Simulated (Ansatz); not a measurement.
Basis-set extrapolation for `OCC(F)[SiH3]` (PBE0-D4/def2-TZVP geometry, frozen core, the Gaussian-basis code of Ansatz). Multiplicity 1, RHF reference.

|  | def2-TZVPP | def2-QZVPP |
| --- | --- | --- |
| HF | -543.142358 | -543.162881 |
| MP2 correlation | -0.959494 | -1.035163 |
| CCSD(T) correlation | -1.038492 | not run |

Energies in hartree. Use E(X) = E(∞) + A·exp(−7.88·√X) for Hartree–Fock and E(X) = E(∞) + B·X^(−2.97) for correlation, with X = 3 and 4, and add CCSD(T) minus MP2 of the smaller set to the MP2 limit.

Q: What is the CCSD(T) energy at the basis-set limit?

A: HF limit: -543.162881 + (-0.020523) × 0.13774 = -543.16571. MP2 limit: -1.035163 + (-0.075669) × 0.74074 = -1.09121. Higher-order term: -1.038492 − (-0.959494) = -0.07900. Total: -544.33592 hartree, 407.1 kJ/mol below CCSD(T)/def2-TZVPP.
